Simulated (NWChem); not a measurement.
Species: Te anion, doublet

Program: NWChem. Spin-unrestricted. The open p shell is one determinant without spherical averaging. Sets without diffuse functions describe the anion's extra electron poorly. No stability test was run on the SCF state. The highest occupied level is positive in some or all of these runs, so the extra electron may be held by the finite basis. def2 effective core potentials on Te; no spin-orbit coupling. Total energies compare along this basis series because the functional is fixed.

| level | basis functions | energy (Ha) | highest occupied level (eV) | lowest empty minus highest occupied level, either spin (eV) | <S²> | relative time |
|---|---|---|---|---|---|---|
| PBE/def2-TZVP | 50 | -268.0444 | 1.10 | 0.14 | 0.752 | 1 |
| PBE/def2-TZVPP | 50 | -268.0444 | 1.10 | 0.14 | 0.752 | 1 |
| PBE/def2-QZVP | 82 | -268.0476 | 0.97 | 0.17 | 0.753 | 7 |

The last column is a rough cost ratio, cheapest run = 1.
